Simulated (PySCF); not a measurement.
H₄O₄Ta, neutral, multiplicity 2. Atoms are numbered in the order given.

```xyz
9

Ta     0.0000     0.0000    -0.0142
O      0.6504    -1.2615     1.2830
H      1.3485    -1.2448     1.9448
O     -0.6504     1.2615     1.2830
H     -1.3485     1.2448     1.9448
O     -0.5444    -1.3254    -1.2828
H     -1.2909    -1.9135    -1.4282
O      0.5444     1.3254    -1.2828
H      1.2909     1.9135    -1.4282
```
Charge 0, spin multiplicity 2.

Geometry optimised at r2SCAN-D4/def2-SVP. The multiplicity is an assumed one; other spin states were not compared. The def2 effective core potentials stand for the cores of Ta; spin–orbit coupling is left out. One conformer was computed; it need not be the lowest.

These are PySCF with CAM-B3LYP/def2-TZVP values and carry that method's errors.

ESP charges are fitted to the potential on shells at 1.4 to 2.0 van der Waals radii. Atomic charges (e):

```csv
atom,Löwdin,ESP fit,Mulliken,Mulliken spin
Ta1,0.66,1.10,1.30,1.02
O2,-0.34,-0.73,-0.66,0.00
H3,0.16,0.43,0.33,0.00
O4,-0.34,-0.73,-0.66,0.00
H5,0.16,0.43,0.33,0.00
O6,-0.32,-0.67,-0.66,0.00
H7,0.17,0.42,0.33,0.00
O8,-0.32,-0.67,-0.66,0.00
H9,0.17,0.42,0.33,0.00
```
